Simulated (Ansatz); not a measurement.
Al7As7H20, a nanocrystal cut from zinc blende AlAs (hydrogen-capped), relaxed as a singlet with RKS PBE-D4/def2-SVP in Ansatz, starting from the GFN2-xTB geometry. Force threshold 0.03 eV/Å.

Single mean-field runs in def2-SVP are fitted with def2-universal-jkfit.

Start:

Cartesian coordinates in Å:
```
Al -3.7574 0.6588 1.2208
Al 2.3007 -0.9010 -3.4663
Al -1.0625 -2.0437 -0.5118
Al -0.5989 1.9264 -1.2400
Al -0.4478 2.7481 2.8713
Al 2.1058 -0.0453 1.0703
Al -0.9217 -1.4072 3.6306
As 0.8869 1.1511 -3.2332
As -2.2237 0.1264 -0.7532
As -1.8830 0.7316 2.8358
As 0.4762 -2.3686 -2.5868
As 3.2835 -0.5971 -1.1860
As 0.3917 -1.7821 1.4715
As 0.8326 2.0541 0.7718
H -4.7155 -0.5641 1.3994
H -4.4136 2.0485 0.9327
H 3.1362 -1.2289 -4.7217
H -1.8857 -3.3614 -0.6725
H -1.1111 3.2532 -1.8858
H -1.1976 4.0782 2.5319
H 0.5828 2.7814 4.0474
H 3.3886 -0.0320 1.9614
H -1.9569 -2.5732 3.7505
H 0.1235 -1.2523 4.7842
H 0.0408 1.3092 -4.4689
H 1.7059 2.3528 -3.6235
H -2.8293 -0.0631 -2.1605
H -2.7006 1.0532 4.0738
H -0.4293 -2.7617 -3.7249
H 0.9932 -3.7813 -2.4937
H 4.1994 -1.7576 -0.8980
H 4.4665 0.3306 -1.2784
H 1.2633 -3.0464 1.3187
H 1.9570 2.9635 0.2332
```

```json
{"step": "1", "energy (eV)": "-472246.0697", "largest force component (eV/Å)": "0.572", "SCF passes": "18"}
{"step": "2", "energy (eV)": "-472246.4331", "largest force component (eV/Å)": "0.204", "SCF passes": "25"}
{"step": "3", "energy (eV)": "-472246.5388", "largest force component (eV/Å)": "0.089", "SCF passes": "19"}
{"step": "4", "energy (eV)": "-472246.5729", "largest force component (eV/Å)": "0.023", "SCF passes": "19"}
```

Force components are those of the run's own axes.

End:

```xyz
34

Al   -3.707    0.636    1.133
Al    2.165   -0.847   -3.263
Al   -1.104   -2.111   -0.519
Al   -0.625    1.992   -1.269
Al   -0.388    2.735    2.791
Al    2.167   -0.045    1.115
Al   -0.866   -1.433    3.551
As    0.826    1.254   -3.234
As   -2.145    0.101   -0.835
As   -1.905    0.743    2.871
As    0.394   -2.451   -2.557
As    3.344   -0.589   -1.083
As    0.445   -1.790    1.371
As    0.884    2.014    0.679
H    -4.623   -0.670    1.314
H    -4.306    2.091    0.817
H     3.028   -1.185   -4.563
H    -2.057   -3.390   -0.497
H    -1.267    3.376   -1.735
H    -1.184    4.065    2.374
H     0.697    2.696    3.973
H     3.336    0.018    2.197
H    -1.950   -2.616    3.594
H     0.249   -1.222    4.686
H     0.021    1.240   -4.530
H     1.801    2.359   -3.631
H    -2.988   -0.033   -2.102
H    -2.732    1.066    4.118
H    -0.438   -2.716   -3.809
H     1.083   -3.812   -2.499
H     4.205   -1.841   -0.940
H     4.482    0.392   -1.350
H     1.221   -3.102    1.477
H     1.934    3.077    0.356
```

By distances, no bond broke or formed. The bond that changes most is Al2–H17, from 1.54 to 1.60 Å (atoms count from 1).

No frequencies were taken in this run, so the end may be a saddle point.

Run time 34 s (2 threads of AMD EPYC 7R13 on a shared host and a share (18 GiB) of an NVIDIA H100 80GB HBM3), peak host memory 0.97 GiB.
